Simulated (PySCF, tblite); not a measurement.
Potential energy curve for Mg2, singlet.

Levels: UMP2/3-21G = unrestricted MP2 (frozen core)/3-21G (PySCF 2.14.0); GFN2-xTB, 300 K electronic temperature (tblite); RMP2/3-21G = restricted MP2 (frozen core)/3-21G in PySCF.

Energies are in mEh, each relative to the lowest point of its own curve near equilibrium.

| R / Å | UMP2/3-21G | GFN2-xTB | RMP2/3-21G |
|---|---|---|---|
| 2.71 | 33.3 | 6.1 | 25.1 |
| 2.88 | 24.7 | 1.5 | 16.7 |
| 3.06 | 18.5 | 0.0 | 11.1 |
| 3.30 | 12.4 | 1.3 | 6.8 |
| 3.41 | 10.0 | 2.4 | 5.4 |
| 3.50 | 8.1 | 3.7 | 4.5 |
| 3.60 | 6.1 | 5.5 | 3.7 |
| 3.69 | 3.0 | 7.3 | 3.0 |
| 3.88 | 1.9 | 11.4 | 1.9 |
| 3.97 | 1.5 | 13.5 | 1.5 |
| 4.18 | 0.8 | 18.2 | 0.8 |
| 4.46 | 0.2 | 24.2 | 0.2 |
| 4.81 | 0.0 | 30.3 | 0.0 |
| 5.36 | 0.1 | 37.0 | 0.1 |
| 5.87 | 0.4 | 40.6 | 0.4 |
| 6.45 | 0.8 | 42.6 | 0.8 |
| 7.17 | 1.1 | 43.6 | 1.1 |
| 7.86 | 1.2 | 44.0 | 1.2 |
| 8.86 | 1.3 | 44.1 | 1.3 |
| 9.73 | 1.3 | 44.1 | 1.3 |
| 10.79 | 1.4 | 44.2 | 1.4 |

The unrestricted determinant behind UMP2/3-21G is spin-contaminated at 2.71 to 3.60 Å (<S²> up to 0.6, against 0.00 for a pure singlet).
